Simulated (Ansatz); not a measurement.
The cluster Cd9Te8⁺. Total charge 1; doublet. Geometry PBE-D4/def2-SVP; atoms count from 1.

```
atom    x (Å)    y (Å)    z (Å)
 Cd1   3.9614   2.2035  -1.2862
 Cd2   1.7405   0.6401  -0.3608
 Cd3  -1.7532   0.9762  -0.0462
 Cd4  -0.0501  -2.7251   0.0806
 Cd5   0.3607  -0.3757   2.5031
 Cd6  -3.8508  -1.3371  -1.6566
 Cd7   2.9838   4.9542   0.1681
 Cd8   0.1365   3.9925  -1.8784
 Cd9   0.3603  -0.6525   5.4343
Te10   0.0140  -2.1220  -2.8431
Te11  -2.1265  -3.9729  -2.7585
Te12   0.9731   2.4250   1.9155
Te13  -0.1989   0.7815  -2.4913
Te14  -1.3311  -5.2538  -0.5080
Te15  -2.1496  -1.3005   1.5063
Te16   2.4161  -1.7105   1.0381
Te17  -1.4863   3.4772   1.1832
```

In the def2 sets Cd, Te take a core potential; there is no spin–orbit coupling. Single mean-field runs in def2-SVP are fitted with def2-universal-jkfit. Another isomer (doublet) lies 2.65 eV lower at PBE0-D4/def2-SVP; other spin states weren't run for this one.

**Question.** Estimate the Mulliken populations from the PBE0/def2-SVP orbitals of Ansatz.

**Answer.** 
```csv
atom,charge (e),spin (α − β),d electrons
Cd1,0.35,0.00,9.99
Cd2,0.00,0.00,10.01
Cd3,0.29,0.01,10.02
Cd4,0.43,-0.02,10.03
Cd5,0.18,0.01,10.02
Cd6,0.29,0.28,10.00
Cd7,0.12,0.01,10.00
Cd8,0.22,0.03,10.00
Cd9,0.38,0.01,9.99
Te10,-0.04,-0.03,–
Te11,0.09,0.29,–
Te12,-0.23,0.00,–
Te13,-0.20,0.00,–
Te14,-0.08,0.32,–
Te15,-0.36,0.06,–
Te16,-0.31,0.00,–
Te17,-0.14,0.01,–
```
Mulliken values depend strongly on the basis.

**Question.** Where does the spin sit?

**Answer.** Summed by element: Cd 0.34, Te 0.66, of 1 unpaired in all. Largest on single atoms: Te14 0.32, Te11 0.29, Cd6 0.28.

**Question.** And the Mayer bond orders between heavy atoms (over 0.3)?

**Answer.** Cd1–Cd2 0.63 (2.87 Å); Cd2–Te12 0.54 (2.99 Å); Cd2–Te13 0.62 (2.88 Å); Cd2–Te16 0.77 (2.82 Å); Cd3–Te13 0.55 (2.90 Å); Cd3–Te15 0.75 (2.78 Å); Cd3–Te17 0.74 (2.80 Å); Cd4–Te10 0.40 (2.99 Å); Cd4–Te14 0.55 (2.90 Å); Cd4–Te15 0.59 (2.91 Å); Cd4–Te16 0.64 (2.83 Å); Cd5–Cd9 0.66 (2.94 Å); Cd5–Te12 0.45 (2.93 Å); Cd5–Te15 0.64 (2.85 Å); Cd5–Te16 0.67 (2.86 Å); Cd8–Te13 0.33 (3.29 Å); Te10–Te11 0.93 (2.83 Å); Te10–Te13 0.68 (2.93 Å); Te11–Te14 1.24 (2.71 Å); Te12–Te17 1.02 (2.77 Å).
